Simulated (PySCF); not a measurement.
**Working out the ionisation energy of C⁺**

C⁺ [He] 2s2 2p1 (2P) → C²⁺ [He] 2s2 (1S). Computed with PySCF 2.14 in cc-pVTZ, with no relativity, point nucleus. Frozen: 1s2. Energies in hartree (1 hartree = 27.21139 eV):

```tsv
part	C⁺ (lower)	C²⁺ (upper)
UHF	-37.294746	-36.407383
CCSD correlation	-0.074521	-0.072891
(T)	-0.001148	0.000000
```

Question: What does Hartree-Fock give?

Answer: (-36.407383) − (-37.294746) = 0.887363 hartree = 24.146 eV.

Question: What do CCSD and CCSD(T) give?

Answer: The CCSD correlation energies differ by 0.001630 hartree = 0.044 eV and the triples by 0.001148 hartree = 0.031 eV, so CCSD gives 24.190 eV and CCSD(T) 24.221 eV.

Measured between the centres of the two terms (NIST): 24.378 eV, so CCSD(T) (valence) is off by -0.157 eV.

The coupled-cluster amplitudes are large, so a single reference is strained.

What remains against the reference includes basis incompleteness, the frozen core and higher excitations.
